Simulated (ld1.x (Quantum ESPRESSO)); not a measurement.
## magnesium (Mg): variants of one TM potential

Base potential:

Mg, norm-conserving Troullier–Martins (Kleinman–Bylander form), made with ld1.x (Quantum ESPRESSO) 7.5 (PW91, scalar-relativistic). Core [Ne], reference 3s2 3p0. Waves: 3s (bound): rc 2.25 bohr; 3p (bound, empty): rc 3.85 bohr. Local part: all-electron potential smoothed inside 1.70 bohr (lloc = -1). Core correction: none.

Cutoffs, loose and tight: the cutoffs (Ry, on a coarse ladder) from which the occupation-weighted sum of valence levels, in a spherical-Bessel basis at the reference potential, stays within 10 and 1 mRy of its value at 400 Ry. They do not see the model core or the augmentation charge, which bear on the density cutoff. Test errors are all-electron minus pseudo excitation energies from the reference, over the configurations 3s1 3p0; 3s1.5 3p0; 3s1 3p1; 3s0 3p2; 3s0 3p1. A dash means not determined; rows that change the core or the reference have their own tests.

A true bound ghost makes a file unfit for plane-wave use even where its test errors are small: the radial tests pick states by their node count and pass the ghost by.

| change | outcome | cutoff, loose | cutoff, tight | bound ghosts | largest test error (meV) |
| --- | --- | --- | --- | --- | --- |
| base | generated | 6 Ry | 18 Ry | none | +94 |
| wave 3s (bound): rc 2.25 bohr becomes 3s (bound): rc 3.36 bohr | generated | 6 Ry | 6 Ry | none | +55 |
| non-relativistic | generated | 6 Ry | 18 Ry | none | +93 |
| functional PBE | generated | 6 Ry | 18 Ry | none | +115 |
| all radii scaled by about 1.15 (s 2.58, p 4.42 bohr); local potential all-electron potential smoothed inside 1.94 bohr (lloc = -1) | generated | 6 Ry | 15 Ry | none | +91 |
| local potential all-electron potential smoothed inside 3.08 bohr (lloc = -1) | generated | 6 Ry | 18 Ry | none | +93 |
| local potential the s channel | generated | 8 Ry | 18 Ry | none | +146 |
| core [He] 2s2, valence charge 8; reference 2p6 3s2 3p0; waves now 3s (bound): rc 1.75 bohr; 2p (bound): rc 1.00 bohr; local potential the p channel; core correction a·sin(br)/r model core, default radius (core density twice the valence density) | generated | 160 Ry | 300 Ry | s | -432 |
| wave 3p (bound): rc 3.85 bohr becomes 3p (bound): rc 5.38 bohr | generated | 6 Ry | 18 Ry | none | +87 |
| wave 3p (bound): rc 3.85 bohr becomes 3p (bound): rc 3.96 bohr | generated | 6 Ry | 18 Ry | none | +94 |

What comes out with this change to the base: type ultrasoft; waves now 3s (bound): rcut 1.95, rcutus 2.25 bohr; 3s channel at 1.55 Ry: rcut 1.95, rcutus 2.25 bohr; 3p (bound): rcut 3.35, rcutus 3.85 bohr; 3p channel at 5.3 Ry: rcut 3.35, rcutus 3.85 bohr; local potential all-electron potential smoothed inside 2.30 bohr (lloc = -1); augmentation PSQ, inside the norm-conserving radii?

outcome: generated; cutoff, loose: 6 Ry; cutoff, tight: 8 Ry; bound ghosts: none; largest test error (meV): +121.
